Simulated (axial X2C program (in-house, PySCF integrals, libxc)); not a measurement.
# Spectroscopic constants of LiAs

All values were computed with an in-house relativistic program for diatomic molecules. Spin-free means the one-electron spin-free X2C Hamiltonian; two-component (2c) means X2C with spin–orbit coupling and atomic mean-field two-electron Coulomb and Gaunt terms, so the difference of the two also holds small scalar two-electron terms. Basis: As dyall-cv3z [9s9p6d4f1g], Li dyall-cv3z [7s8p2d] (cores contracted in-house); Gaussian nuclei, density fitting, unrestricted open shells. Masses: As 74.922 u, Li 7.016 u.

State, spin-free: M_S = 1, Λ = 0 (beyond evenly filled blocks: π+α, π-α); electrons by block: σα: 9, σβ: 9, π+α: 4, π+β: 3, π-α: 4, π-β: 3, δ+α: 1, δ+β: 1, δ-α: 1, δ-β: 1. Fragments: As + Li.

State, 2c: Ω = 1 (⟨Sz⟩ = 1.00, ⟨Lz⟩ = 0.00 at PBE0); electrons by block: 1/2: 12, -1/2: 13, 3/2: 5, -3/2: 4, 5/2: 1, -5/2: 1. Fragments: As + Li.

| Hamiltonian | level | Re (Å) | ωe (cm⁻¹) | αe (cm⁻¹) | De (eV) | k (mdyn/Å) | μ (D) |
| --- | --- | --- | --- | --- | --- | --- | --- |
| 2c | PBE0 | 2.414 | 438.8 | 0.00452 | 1.64 | 0.728 | 6.53 |
| 2c | HF | 2.440 | 438.7 | 0.0043 | 0.646 | 0.728 | 7.24 |
| 2c | MP2 | 2.444 | 432.0 | 0.00467 | 1.35 | 0.705 | n/a |
| 2c | CCSD | 2.442 | 430.6 | 0.00448 | 1.46 | 0.701 | n/a |
| 2c | CCSD(T) | 2.445 | 427.9 | 0.00448 | 1.50 | 0.692 | n/a |
| 2c | B3LYP | 2.417 | 433.2 | 0.00458 | 1.77 | 0.709 | 6.36 |

Spin-free values that have a 2c row agree with it to the digits that matter (0.001 Å, 0.01 eV) and are not repeated.

Correlated methods: 6 electrons correlated (number of frozen shells: As 3 s, 2 p, 1 d; Li 1 s), 206 virtual spin orbitals or spinors in MP2, 68 natural virtuals in coupled cluster.

Dipoles are positive if Li is the positive end.

The state is a single determinant with fixed occupations, the lowest that a limited PBE0 search found. Dissociation energies refer to the lowest single-determinant-based atoms at the same level and basis. Density functionals use the spin component along the axis (collinear). Coupled cluster ran in a truncated set of natural virtual spinors; the MP2 energy of the rest was added. (T) has no such correction and the atoms are truncated less, which lowers De at CCSD(T) by a hundredth of an eV or more. PBE0 can misorder states that lie within some tenths of an eV, so this need not be the ground state of the molecule. The nearest other 2c determinant of the search, Ω = 2, lies 0.73 eV up at the distance of the search. With several unpaired electrons one determinant need not be a pure state. Open-shell Ω = 0 determinants with evenly filled partner blocks cannot be reached by this program, so the Ω shown need not be the lowest component. This is the Ω = 1 component of a π² triplet; the 0⁺ component is not one determinant and can lie lowest. Some points did not converge and are left out. The stretched end of a curve changes character and is left out.

Rough cost a point (2c) on 1 thread(s) of a shared host, integrals apart: PBE0 0.3 s, HF 0.25 s, CCSD(T) 0.8 s, B3LYP 0.4 s.

The whole task took 49 s on 1 thread of Arm Neoverse V2 (shared host).
